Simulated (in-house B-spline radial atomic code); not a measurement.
Solving the quasi-particle equation for 4s up of Ca II (Ca+)

Configuration [Ar] 4s1, highest spin, start PBE; correlation leaves out the 3 deepest shells. Computed with an all-electron radial atomic-structure program (B-spline basis): all electrons, scalar-relativistic (spin-free one-electron X2C), finite nucleus, each spin shell either full or empty, empty states to l = 9 with an (l + 1/2)⁻⁴ tail; G0W0 by contour deformation at full frequency.

RPA overbinds a lone outer s electron by self-correlation, and G0W0 tends to as well.

At the mean-field level ε = -9.338 eV the matrix elements are Σx = -8.339 eV, v_xc = -6.32 eV and Σc(ε) = -1.418 eV, and the slope of the correlation self-energy is dΣc/dω = -0.2170. The quasi-particle energy solves E = ε + Σx − v_xc + Σc(E).

(1) What does the linearised equation give?

(2) How does that compare with the full solution and with static screening?

Results:

(1) Z = 1/(1 − dΣc/dω) = 1/1.2170 = 0.8217. The first-order shift is Σx − v_xc + Σc(ε) = -8.339 − (-6.32) + (-1.418) = -3.437 eV, so E ≈ ε + Z × shift = -9.338 + 0.8217 × (-3.437) = -12.162 eV.

(2) Solving the equation at full frequency dependence gives E = -12.346 eV, where Σc = -0.990 eV and the weight is 0.888; the linearised value is off by 184 meV. Leaving Z out would give -12.775 eV. Static COHSEX puts -2.786 eV in place of Σc and gives -14.143 eV, 1.80 eV deeper. The tabulated removal energy is 11.872 eV (NIST, measured); the run leaves out spin-orbit coupling, Breit and QED terms.
